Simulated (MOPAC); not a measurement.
Input for MOPAC: PM6 on C2H10Ge (a complex).

```
PM6 1SCF PRECISE CHARGE=0 THREADS=1
C2H10Ge

Ge    -0.15445395 1     0.14853706 1    -0.24637723 1
H     -0.50518300 1    -0.05966162 1    -1.72772934 1
H      0.41996131 1    -1.15308113 1     0.33115045 1
H     -1.42203654 1     0.53481203 1     0.52928761 1
H      0.88635996 1     1.27008888 1    -0.11978313 1
C      0.57051507 1     0.48144020 1     3.48761754 1
C     -0.37712117 1    -0.66715077 1     3.82037198 1
H      1.02002331 1     0.89992909 1     4.39016119 1
H      0.04839038 1     1.29192689 1     2.97539973 1
H      1.38415969 1     0.15051575 1     2.83923572 1
H      0.14573466 1    -1.47621712 1     4.33399653 1
H     -0.82603918 1    -1.08603623 1     2.91806380 1
H     -1.19013420 1    -0.33517619 1     4.46892339 1
```

Output:

```
*******************************************************************************
 **                                                                           **
 **                              MOPAC v23.2.5                                **
 **                                                                           **
 *******************************************************************************
 ** MOPAC's Digital Object Identifier: https://doi.org/10.5281/zenodo.6511958 **
 **                                                                           **
 ** Please cite the open-source release paper for use of this MOPAC version:  **
 ** J. E. Moussa and J. J. P. Stewart (2026)                                  **
 ** MOPAC: An open-source semiempirical molecular orbital program             **
 ** J. Open Source Softw., 11(119), 8025, https://doi.org/10.21105/joss.08025 **
 *******************************************************************************

                              PM6 CALCULATION RESULTS

 *******************************************************************************
 *  PM6        - The PM6 Hamiltonian to be used
 *
 *
 *
 *                 CHARGE ON SYSTEM = 0
 *
 *
 *
 *  PRECISE    - TIGHTER CRITERIA TO BE USED
 *  1SCF       - DO 1 SCF AND THEN STOP
 *  THREADS=1  - MULTI-THREADING NOT USED
 *  T=         - A TIME OF 172800.0 SECONDS REQUESTED
 *  DUMP=N     - RESTART FILE WRITTEN EVERY 7200.0 SECONDS REQUESTED
 *******************************************************************************
PM6 1SCF PRECISE CHARGE=0 THREADS=1
 C2H10Ge

   ATOM   CHEMICAL          X               Y               Z
  NUMBER   SYMBOL      (ANGSTROMS)     (ANGSTROMS)     (ANGSTROMS)

     1      Ge         -0.15445395  *   0.14853706  *  -0.24637723  *
     2       H         -0.50518300  *  -0.05966162  *  -1.72772934  *
     3       H          0.41996131  *  -1.15308113  *   0.33115045  *
     4       H         -1.42203654  *   0.53481203  *   0.52928761  *
     5       H          0.88635996  *   1.27008888  *  -0.11978313  *
     6       C          0.57051507  *   0.48144020  *   3.48761754  *
     7       C         -0.37712117  *  -0.66715077  *   3.82037198  *
     8       H          1.02002331  *   0.89992909  *   4.39016119  *
     9       H          0.04839038  *   1.29192689  *   2.97539973  *
    10       H          1.38415969  *   0.15051575  *   2.83923572  *
    11       H          0.14573466  *  -1.47621712  *   4.33399653  *
    12       H         -0.82603918  *  -1.08603623  *   2.91806380  *
    13       H         -1.19013420  *  -0.33517619  *   4.46892339  *



          CARTESIAN COORDINATES

    NO.       ATOM           X           Y           Z

     1        Ge         -0.1545      0.1485     -0.2464
     2         H         -0.5052     -0.0597     -1.7277
     3         H          0.4200     -1.1531      0.3312
     4         H         -1.4220      0.5348      0.5293
     5         H          0.8864      1.2701     -0.1198
     6         C          0.5705      0.4814      3.4876
     7         C         -0.3771     -0.6672      3.8204
     8         H          1.0200      0.8999      4.3902
     9         H          0.0484      1.2919      2.9754
    10         H          1.3842      0.1505      2.8392
    11         H          0.1457     -1.4762      4.3340
    12         H         -0.8260     -1.0860      2.9181
    13         H         -1.1901     -0.3352      4.4689

 General Reference for PM6:
 "Optimization of Parameters for Semiempirical Methods V: Modification of NDDO Approximations
 and Application to 70 Elements", J. J. P. Stewart, J. Mol. Mod., 13, 1173-1213 (2007)
 URL: https://link.springer.com/article/10.1007/s00894-007-0233-4

           Empirical Formula: C2 H10 Ge  =    13 atoms



      MOLECULAR POINT GROUP   :   Cs


      RHF CALCULATION, NO. OF DOUBLY OCCUPIED LEVELS = 11


 -------------------------------------------------------------------------------
 PM6 1SCF PRECISE CHARGE=0 THREADS=1
 C2H10Ge



     1SCF WAS SPECIFIED, SO BFGS WAS NOT USED
     SCF FIELD WAS ACHIEVED


                              PM6 CALCULATION
                                                       MOPAC v23.2.5 Linux




          FINAL HEAT OF FORMATION =          1.54343 KCAL/MOL =       6.45770 KJ/MOL


          COSMO AREA              =        137.56 SQUARE ANGSTROMS
          COSMO VOLUME            =        126.89 CUBIC ANGSTROMS

          IONIZATION POTENTIAL    =         11.915521 EV
          HOMO LUMO ENERGIES (EV) =        -11.916  2.344
          NO. OF FILLED LEVELS    =         11
          MOLECULAR WEIGHT        =        106.6910         POINT GROUP:  Cs

          MOLECULAR DIMENSIONS (Angstroms)

            Atom       Atom       Distance
            H     8    H     2     6.37775
            H     5    H    13     3.81087
            H    11    H     4     2.47640


          SCF CALCULATIONS        =          1





   ATOM   CHEMICAL          X               Y               Z
  NUMBER   SYMBOL      (ANGSTROMS)     (ANGSTROMS)     (ANGSTROMS)

     1      Ge         -0.15445395  *   0.14853706  *  -0.24637723  *
     2       H         -0.50518300  *  -0.05966162  *  -1.72772934  *
     3       H          0.41996131  *  -1.15308113  *   0.33115045  *
     4       H         -1.42203654  *   0.53481203  *   0.52928761  *
     5       H          0.88635996  *   1.27008888  *  -0.11978313  *
     6       C          0.57051507  *   0.48144020  *   3.48761754  *
     7       C         -0.37712117  *  -0.66715077  *   3.82037198  *
     8       H          1.02002331  *   0.89992909  *   4.39016119  *
     9       H          0.04839038  *   1.29192689  *   2.97539973  *
    10       H          1.38415969  *   0.15051575  *   2.83923572  *
    11       H          0.14573466  *  -1.47621712  *   4.33399653  *
    12       H         -0.82603918  *  -1.08603623  *   2.91806380  *
    13       H         -1.19013420  *  -0.33517619  *   4.46892339  *

                             CARTESIAN COORDINATES

   1   Ge       -0.154453950     0.148537060    -0.246377230
   2    H       -0.505183000    -0.059661620    -1.727729340
   3    H        0.419961310    -1.153081130     0.331150450
   4    H       -1.422036540     0.534812030     0.529287610
   5    H        0.886359960     1.270088880    -0.119783130
   6    C        0.570515070     0.481440200     3.487617540
   7    C       -0.377121170    -0.667150770     3.820371980
   8    H        1.020023310     0.899929090     4.390161190
   9    H        0.048390380     1.291926890     2.975399730
  10    H        1.384159690     0.150515750     2.839235720
  11    H        0.145734660    -1.476217120     4.333996530
  12    H       -0.826039180    -1.086036230     2.918063800
  13    H       -1.190134200    -0.335176190     4.468923390


           Empirical Formula: C2 H10 Ge  =    13 atoms



      MOLECULAR POINT GROUP   :   Cs


                  EIGENVALUES
 -27.14294 -21.80463 -19.37181 -15.03685 -15.02030 -13.09663 -12.20721 -12.15732
 -12.07527 -11.95533 -11.91552   2.34416   2.35557   2.35675   3.61611   4.50323
   5.73029   5.73143   6.23335   6.23500   6.92633   6.94280


              NET ATOMIC CHARGES AND DIPOLE CONTRIBUTIONS

  ATOM NO.   TYPE          CHARGE      No. of ELECS.   s-Pop       p-Pop
    1         Ge          -0.570270        4.5703     1.22202     3.34825
    2          H           0.140449        0.8596     0.85955
    3          H           0.144141        0.8559     0.85586
    4          H           0.144009        0.8560     0.85599
    5          H           0.141980        0.8580     0.85802
    6          C          -0.423514        4.4235     1.07491     3.34860
    7          C          -0.423669        4.4237     1.07485     3.34882
    8          H           0.140804        0.8592     0.85920
    9          H           0.141512        0.8585     0.85849
   10          H           0.141505        0.8585     0.85849
   11          H           0.141239        0.8588     0.85876
   12          H           0.140545        0.8595     0.85945
   13          H           0.141268        0.8587     0.85873
 DIPOLE           X         Y         Z       TOTAL
 POINT-CHG.    -0.002    -0.004     0.018     0.018
 HYBRID         0.002     0.002     0.002     0.004
 SUM           -0.000    -0.002     0.020     0.020


          ATOMIC ORBITAL ELECTRON POPULATIONS

     Atom    s        px        py        pz
    1 Ge   1.22202   1.11708   1.11703   1.11414
    2  H   0.85955
    3  H   0.85586
    4  H   0.85599
    5  H   0.85802
    6  C   1.07491   1.10861   1.08271   1.15729
    7  C   1.07485   1.10898   1.08314   1.15670
    8  H   0.85920
    9  H   0.85849
   10  H   0.85849
   11  H   0.85876
   12  H   0.85945
   13  H   0.85873

 **********************
 *                    *
 * JOB ENDED NORMALLY *
 *                    *
 **********************




 == MOPAC DONE ==
```

The run finished.

Cost: very roughly 0.03 core-seconds.
